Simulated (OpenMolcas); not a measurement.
**A ladder of methods for GeH2Cl2 (dichlorogermane)**

GeH2Cl2 has 5 atoms, charge 0, and is taken as a singlet. As SMILES, `[Cl][GeH2][Cl]`. The shape is that of a PBE0-D4/def2-TZVP optimisation.

```xyz
5

Cl   -1.7715   -0.1577    0.9772
Ge    0.0274    0.0803   -0.1564
Cl    1.5794   -1.0302    0.8110
H    -0.1989   -0.5250   -1.5414
H     0.4136    1.5589   -0.1319
```

Quantity: the HOMO–LUMO gap, in eV. The values are calculated.

```json
{"level": "HF/def2-SVPD", "kind": "Hartree–Fock", "program": "OpenMolcas", "value (eV)": "14.17", "CPU time": "26 s"}
{"level": "SVWN5/def2-SVPD", "kind": "LDA", "program": "OpenMolcas", "value (eV)": "5.68", "CPU time": "39 s"}
{"level": "BLYP/def2-SVPD", "kind": "GGA", "program": "OpenMolcas", "value (eV)": "5.73", "CPU time": "47 s"}
{"level": "PBE/def2-SVPD", "kind": "GGA", "program": "OpenMolcas", "value (eV)": "5.84", "CPU time": "48 s"}
{"level": "TPSS/def2-SVPD", "kind": "meta-GGA", "program": "OpenMolcas", "value (eV)": "6.17", "CPU time": "49 s"}
{"level": "r2SCAN/def2-SVPD", "kind": "meta-GGA", "program": "OpenMolcas", "value (eV)": "6.53", "CPU time": "48 s"}
{"level": "PBE0/def2-SVPD", "kind": "global hybrid", "program": "OpenMolcas", "value (eV)": "8.13", "CPU time": "42 s"}
{"level": "B2PLYP/def2-SVPD", "kind": "double hybrid", "program": "OpenMolcas", "value (eV)": "10.48", "CPU time": "31 s"}
```

All-electron rows without a relativistic Hamiltonian named are non-relativistic. The values span 5.68 to 14.17 eV. Orbital gaps aren't excitation energies, and those of double hybrids come from the SCF part alone; they tend to grow with the share of exact exchange. Times are those of the runs behind each value, whatever else they computed, on shared processors of several kinds: orders of magnitude only.
